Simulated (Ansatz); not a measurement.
**A family of molecules: the atomisation energy (no zero-point term)**

One atom is swapped for its congeners: C4H10 (butane) `CCCC`; C3H10Si `CC[SiH2]C`; C3H10Ge `C[CH2][GeH2][CH3]`. All are singlets with charge 0.

Shapes, held fixed at every level: PBE0-D4/def2-TZVP. Flexible molecules stand in one conformer, not always the lowest. Programs: Ansatz 0.2.0. Values in eV.

Task: How should the atomisation energy change along the series?

Result: At CCSD(T)/def2-TZVPP the atomisation energy falls at every step, from 55.34 to 50.87 eV. Every level shows the same order. Relativity is left out for Ge unless named. Correlated rows may include outer-core shells of Ge, which these sets cover unevenly. Spin-orbit coupling, which grows down the group, is left out (summed over each molecule's free atoms 0.01, 0.03, 0.13 eV).

| level | C4H10 | C3H10Si | C3H10Ge |
| --- | --- | --- | --- |
| HF/def2-SVP | 43.96 | 41.17 | 39.71 |
| B3LYP-D4/def2-TZVPP | 56.52 | 53.18 | 51.64 |
| wB97X-V/def2-TZVPP | 56.47 | 53.25 | 51.81 |
| B2PLYP/def2-TZVPP | 55.97 | 52.59 | 51.16 |
| MP2/def2-SVP | 54.51 | 50.69 | 49.41 |
| CCSD(T)/def2-TZVPP | 55.34 | 52.04 | 50.87 |
